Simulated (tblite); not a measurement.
C4H9Te (SMILES CC(C)(C)[Te]), doublet, geometry from GFN2-xTB; GFN1-xTB in tblite 0.6.0.

tblite was given this input:
```
$ tblite run mol.xyz --method gfn1 --charge 0 --spin 1 --etemp 2000 --json tblite.json --no-restart

# file mol.xyz
14

C     -0.66331377     1.14304183    -1.76050903
C     -0.21073518    -0.17142730    -1.14920207
C      1.07045161    -0.64728561    -1.81137420
C     -1.29892130    -1.22119765    -1.29127904
Te     0.18266326     0.14859156     0.99611745
H     -1.57485702     1.50051965    -1.28601586
H     -0.86423567     1.00858375    -2.82421059
H      0.10397129     1.90716723    -1.65453128
H      1.86180646     0.09198474    -1.70610261
H      1.41144430    -1.58320625    -1.37362790
H      0.89939701    -0.81258538    -2.87595200
H     -2.21928867    -0.89654247    -0.81027157
H     -0.99082253    -2.16508588    -0.84631228
H     -1.51079272    -1.39638410    -2.34689725
```

Question: What does tblite print? Leave out banner, timings and long lists.

Answer: 
```
xTB calculator
 | screened Coulomb repulsion
 | Coulomb electrostatics
 |  * isotropic Klopman-Ohno-Mataga-Nishimoto electrostatics
 |  * onsite third-order electrostatics
 | DFT-D3(BJ) dispersion correction

halogen bonding energy    0.0000000000000E+00 Eh
repulsion energy          1.9460865605003E-01 Eh
dispersion energy        -5.9330576451120E-03 Eh
number of electrons       3.1000000000000E+01 e
integral cutoff           2.5289693214950E+01 bohr

------------------------------------------------------------
  cycle        total energy    energy error   density error
------------------------------------------------------------
      1     -17.05953884750  -1.7248214E+01   5.2497820E-01
      2     -17.05990331781  -3.6447031E-04   3.1406473E-01
      3     -17.05982716421   7.6153600E-05   5.5458473E-03
      4     -17.05992122874  -9.4064523E-05   1.6816127E-03
      5     -17.05992544423  -4.2154906E-06   1.4718305E-04
      6     -17.05992546234  -1.8114548E-08   1.4922058E-05
------------------------------------------------------------

electronic energy        -1.7248601060745E+01 Eh
total energy             -1.7059925462340E+01 Eh

Post processing:
 | Mayer-Wiberg bond orders

[Info] JSON dump of results written to 'tblite.json'
```
